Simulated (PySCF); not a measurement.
## How methods differ on the excitation energy of W²⁺

W²⁺ [Xe] 4f14 5d4 (5D) → W²⁺ [Xe] 4f14 5d3 6s1 (5F), as a difference of total energies. Computed with PySCF 2.14 in ANO-R3 (9s7p6d4f3g2h, 137 functions), with scalar relativity by spin-free X2C-1e. The calculations carry no spin-orbit coupling.

```csv
method,excitation energy (eV)
UHF,1.313
TPSS,1.071
BLYP,0.863
PW91,0.996
```

The basis was made for the ground configuration and has no added diffuse functions, so the excitation energy can come out too high.
